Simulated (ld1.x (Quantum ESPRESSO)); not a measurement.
The numbers below are computed, except where a source is named.
# Potentials for Tc compared

Generated with ld1.x 7.5 (TM, RRKJ, ultrasoft, PAW), atompaw 4.2 or ONCVPSP 4.0.1. The cutoff is in Ry: for ld1.x and atompaw files where the sum of valence levels is converged to 10 mRy in a Bessel basis, for ONCV files where the hardest occupied wave has 1 mHa per electron of residual kinetic energy. The error is the largest all-electron minus pseudo excitation energy over each file’s own four to seven test configurations (ionisations up to +4, promotions, holes and added fractions of an electron), all of which were solved. The labels leave out finer settings (local radius, basis sizes, second energies), which also bear on the numbers. Spin-polarised tests are not counted. The rows are a selection from randomly drawn settings: files with unsolved tests, undetermined cutoffs or missed reference levels are left out.

| potential | cutoff (Ry) | largest error (meV) | bound ghosts |
| --- | --- | --- | --- |
| TM, PBE, scalar-relativistic, rc 2.45/3.85/1.35 (spd), local s, core correction yes, reference 4d5.5 5s1.5 5p0 | 50 | -353 | none |
| TM, PBE, scalar-relativistic, rc 2.30/2.76/2.30 (spd), local p, core correction yes, reference 4d5 5s2 5p0 | 35 | -343 | none |
| TM, PBE, scalar-relativistic, rc 2.35/3.40/1.75 (spd), local s, core correction yes, reference 4d5 5s2 5p0 | 45 | -1013 | none |
| RRKJ, LDA (PZ), scalar-relativistic, rc 2.45/2.75/1.50/2.20 (spdf), local s, core correction yes, reference 4d5 5s1 5p0 | 45 | -233 | none |

Task: Fill in the row for Tc: PAW, PBE, scalar-relativistic, rc 2.80/2.95/2.35 (spd), local smoothed, core correction yes, reference 4d5 5s0 5p0.

Result: cutoff 18 Ry, largest error +272 meV, bound ghosts: none.
